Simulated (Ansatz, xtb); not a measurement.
Two isomers of C2H10Si2

Structure X is `C[SiH2][SiH2]C`, a singlet and structure Y is `C[SiH](C)[SiH3]`, a singlet. Both are isolated molecules in the gas phase, relaxed with PBE-D3(BJ)/def2-SVP, each in the lowest conformer that the search found.

Estimate which is lower in electronic energy at CCSD(T)/def2-SVP + ΔMP2/def2-TZVPP, and by roughly how much.

Too close to call at this level: CCSD(T)/def2-SVP + ΔMP2/def2-TZVPP gives E(Y) − E(X) = −2.99 kJ/mol.

The same difference at several levels:

```json
{"level": "GFN2-xTB", "geometry": "GFN2-xTB", "E(Y) − E(X) (kJ/mol)": "+0.46", "departure from the last row (kJ/mol)": "+3.45", "job, with rough time for the two": "optimisation, 0.14 s"}
{"level": "HF/STO-3G", "geometry": "GFN2-xTB", "E(Y) − E(X) (kJ/mol)": "−3.11", "departure from the last row (kJ/mol)": "−0.12", "job, with rough time for the two": "single point, 0.32 s"}
{"level": "r2SCAN-D4/def2-SVP", "geometry": "GFN2-xTB", "E(Y) − E(X) (kJ/mol)": "−3.65", "departure from the last row (kJ/mol)": "−0.65", "job, with rough time for the two": "single point, 4.7 s"}
{"level": "PBE-D3(BJ)/def2-SVP", "geometry": "PBE-D3(BJ)/def2-SVP", "E(Y) − E(X) (kJ/mol)": "−2.73", "departure from the last row (kJ/mol)": "+0.26", "job, with rough time for the two": "optimisation, 20 s"}
{"level": "HF/def2-SVP", "geometry": "PBE-D3(BJ)/def2-SVP", "E(Y) − E(X) (kJ/mol)": "−0.97", "departure from the last row (kJ/mol)": "+2.02", "job, with rough time for the two": "part of the CCSD(T) run"}
{"level": "MP2/def2-SVP", "geometry": "PBE-D3(BJ)/def2-SVP", "E(Y) − E(X) (kJ/mol)": "−3.13", "departure from the last row (kJ/mol)": "−0.13", "job, with rough time for the two": "part of the CCSD(T) run"}
{"level": "CCSD(T)/def2-SVP", "geometry": "PBE-D3(BJ)/def2-SVP", "E(Y) − E(X) (kJ/mol)": "−3.00", "departure from the last row (kJ/mol)": "0.00", "job, with rough time for the two": "single point"}
{"level": "CCSD(T)/def2-SVP + ΔMP2/def2-TZVPP", "geometry": "PBE-D3(BJ)/def2-SVP", "E(Y) − E(X) (kJ/mol)": "−2.99", "departure from the last row (kJ/mol)": "", "job, with rough time for the two": "single point, 35 s"}
```

As drawn, both hold the same kinds of bond in the same numbers.

The largest departure from CCSD(T)/def2-SVP + ΔMP2/def2-TZVPP is that of GFN2-xTB, 3.45 kJ/mol. The last row adds to CCSD(T) the change of the MP2 difference between the two basis sets, here 0.00 kJ/mol.

With harmonic frequencies from PBE-D3(BJ)/def2-SVP (ideal gas, rigid rotor, one conformer each, 298.15 K, 1 atm): on the last row, ΔE + ΔZPE = −4.19 kJ/mol. A mode under 50 cm⁻¹ makes harmonic enthalpies and free energies unreliable, so none is given.

The correlated steps freeze 12 core orbitals. Programs: Ansatz 0.2.0, xtb 6.7.1; the last row on 2 threads of Arm Neoverse V1 on a shared host.
